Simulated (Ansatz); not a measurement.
Mulliken charges of CH₄ClFSi, SMILES `C[SiH](F)Cl` from r2SCAN/def2-TZVPP in Ansatz (PBE0-D4/def2-TZVP geometry).

```json
{"atom": "C1", "x (Å)": "-0.277", "y (Å)": "0.958", "z (Å)": "0.084", "charge (e)": "-0.311"}
{"atom": "Si2", "x (Å)": "0.364", "y (Å)": "-0.762", "z (Å)": "-0.084", "charge (e)": "0.717"}
{"atom": "F3", "x (Å)": "0.846", "y (Å)": "-1.290", "z (Å)": "1.340", "charge (e)": "-0.317"}
{"atom": "Cl4", "x (Å)": "-1.120", "y (Å)": "-2.010", "z (Å)": "-0.736", "charge (e)": "-0.255"}
{"atom": "H5", "x (Å)": "0.510", "y (Å)": "1.621", "z (Å)": "0.453", "charge (e)": "0.085"}
{"atom": "H6", "x (Å)": "-0.621", "y (Å)": "1.333", "z (Å)": "-0.883", "charge (e)": "0.085"}
{"atom": "H7", "x (Å)": "-1.115", "y (Å)": "0.988", "z (Å)": "0.783", "charge (e)": "0.088"}
{"atom": "H8", "x (Å)": "1.505", "y (Å)": "-0.896", "z (Å)": "-1.014", "charge (e)": "-0.093"}
```

By hand: the dipole of these point charges (1 e Å = 4.8032 D).

Σ q r = (0.117, 0.499, -0.197) e Å, of length 0.549 e Å = 2.64 D.

How does the dipole of the full density compare? (Estimate.)

Ansatz gave: (0.027, 0.413, -0.114) e Å, 2.06 D; the point charges give 1.28 times that, at 11° from its direction.

Point charges leave out the atoms' own dipoles, such as those of lone pairs, and Mulliken's split depends on the basis, so the two needn't agree.
